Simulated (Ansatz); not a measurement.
Geometry optimisation, RKS LDA/6-31G (Ansatz 0.2.0).

Input:

```yaml
crystal:
  periodic: [false, false, false]
  atoms:
    - { symbol: "N", position_ang: [-1.1729, -0.861, 1.345] }
    - { symbol: B, position_ang: [-0.0166, -0.043, 0.8291] }
    - { symbol: C, position_ang: [1.4093, -0.6609, 0.953] }
    - { symbol: F, position_ang: [2.2941, 0.1629, 1.7634] }
    - { symbol: S, position_ang: [-0.233, 1.6746, 0.0748] }
    - { symbol: Si, position_ang: [-0.4614, 0.9336, -1.9043] }
    - { symbol: H, position_ang: [-1.8516, -0.9191, 0.5322] }
    - { symbol: H, position_ang: [-1.6589, -0.1988, 2.0366] }
    - { symbol: H, position_ang: [1.91, -0.7271, 0.0047] }
    - { symbol: H, position_ang: [1.382, -1.6709, 1.4462] }
    - { symbol: H, position_ang: [-1.636, 0.0223, -1.9423] }
    - { symbol: H, position_ang: [0.7686, 0.1871, -2.2753] }
    - { symbol: H, position_ang: [-0.7131, 2.0654, -2.8483] }
basis:
  gaussian: { orbitals: "6-31G" }
hamiltonian:
  xc: lda
relax:
  f_tol: 0.015
  max_steps: 40
```

Run as:

```bash
$ ansatz run input.yaml --threads 1 --pin off --max-ram 2048MiB --backend cpu --events-out ev --progress --plain --runs-dir out
```

Where does it end, and by what steps?

The forces met the threshold. Limits of this set-up: no polarisation functions. After 34 steps the energy has fallen by 2.226 eV; H8 moved furthest, 1.89 Å.

```json
{"step": "0", "energy less start (eV)": "0.0000", "largest force component (eV/Å)": "2.020", "accepted": "yes"}
{"step": "2", "energy less start (eV)": "-0.3316", "largest force component (eV/Å)": "4.380", "accepted": "yes"}
{"step": "4", "energy less start (eV)": "-1.0846", "largest force component (eV/Å)": "1.195", "accepted": "yes"}
{"step": "6", "energy less start (eV)": "-1.6430", "largest force component (eV/Å)": "1.453", "accepted": "yes"}
{"step": "8", "energy less start (eV)": "-1.9224", "largest force component (eV/Å)": "0.397", "accepted": "yes"}
{"step": "10", "energy less start (eV)": "-1.9418", "largest force component (eV/Å)": "0.241", "accepted": "yes"}
{"step": "12", "energy less start (eV)": "-1.9654", "largest force component (eV/Å)": "0.148", "accepted": "yes"}
{"step": "14", "energy less start (eV)": "-2.0049", "largest force component (eV/Å)": "0.364", "accepted": "yes"}
{"step": "16", "energy less start (eV)": "-2.0856", "largest force component (eV/Å)": "0.407", "accepted": "yes"}
{"step": "18", "energy less start (eV)": "-2.1819", "largest force component (eV/Å)": "0.102", "accepted": "yes"}
{"step": "20", "energy less start (eV)": "-2.2112", "largest force component (eV/Å)": "0.156", "accepted": "yes"}
{"step": "22", "energy less start (eV)": "-2.2162", "largest force component (eV/Å)": "0.055", "accepted": "yes"}
{"step": "24", "energy less start (eV)": "-2.2215", "largest force component (eV/Å)": "0.193", "accepted": "yes"}
{"step": "26", "energy less start (eV)": "-2.2236", "largest force component (eV/Å)": "0.067", "accepted": "yes"}
{"step": "28", "energy less start (eV)": "-2.2249", "largest force component (eV/Å)": "0.039", "accepted": "yes"}
{"step": "30", "energy less start (eV)": "-2.2254", "largest force component (eV/Å)": "0.021", "accepted": "yes"}
{"step": "32", "energy less start (eV)": "-2.2256", "largest force component (eV/Å)": "0.019", "accepted": "yes"}
{"step": "34", "energy less start (eV)": "-2.2256", "largest force component (eV/Å)": "0.010", "accepted": "yes"}
```

```xyz
13
Properties=species:S:1:pos:R:3
N -0.796 -0.982 0.513
B 0.365 -0.209 0.587
C 1.431 -0.472 1.710
F 2.528 0.439 1.620
S 0.793 1.177 -0.561
Si -0.854 1.111 -2.052
H -1.544 -0.821 -0.165
H -0.983 -1.739 1.173
H 1.835 -1.506 1.639
H 0.978 -0.366 2.720
H -2.169 0.734 -1.383
H -0.581 0.103 -3.148
H -0.983 2.496 -2.637
```

Whether the end is a true minimum wasn't checked by a vibrational analysis.

Time of the run: 2.9 min on 1 thread of Arm Neoverse V1 (shared host), peak memory 0.24 GiB.
